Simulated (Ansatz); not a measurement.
`CN(C)BO` and `C[N](C)[InH][OH]` differ in one element.

Ansatz, PBE0-D4/def2-TZVP geometries, multiplicity 1. Each molecule was computed in one conformer, which needn't be the lowest.

Elements past krypton have def2 core potentials.

```csv
property,`CN(C)BO`
LUMO energy (PBE/def2-TZVPP) / eV,0.29
HOMO energy (B3LYP/def2-TZVPP) / eV,-6.52
HOMO–LUMO gap (B3LYP/def2-TZVPP) / eV,7.29
LUMO energy (B3LYP/def2-TZVPP) / eV,0.77
size of the dipole moment (B3LYP/def2-TZVPP) / D,0.48
"ideal-gas entropy at 298 K and 1 bar (rigid rotor, harmonic PBE0-D4/def2-TZVP) / J/(mol·K)",322
```

Give the same properties after the change, and the shifts. (Best estimate.)

Computed: 
```tsv
property	`C[N](C)[InH][OH]`	shift
LUMO energy (PBE/def2-TZVPP) / eV	-1.46	-1.75
HOMO energy (B3LYP/def2-TZVPP) / eV	-5.79	0.73
HOMO–LUMO gap (B3LYP/def2-TZVPP) / eV	4.71	-2.58
LUMO energy (B3LYP/def2-TZVPP) / eV	-1.07	-1.84
size of the dipole moment (B3LYP/def2-TZVPP) / D	1.73	1.25
ideal-gas entropy at 298 K and 1 bar (rigid rotor, harmonic PBE0-D4/def2-TZVP) / J/(mol·K)	380	58
```

With PBE0 the HOMO rises by 0.77 eV and the LUMO falls by 1.95 eV, so the gap narrows by about 2.72 eV. PBE moves the HOMO by 0.66 eV and ωB97M-V by 0.80 eV. Dipoles are sizes alone; their direction can turn.

Positive LUMOs are unbound, so they and the gaps depend on the basis.

B3LYP here is the variant with VWN-RPA as its local correlation; programs differ in this.
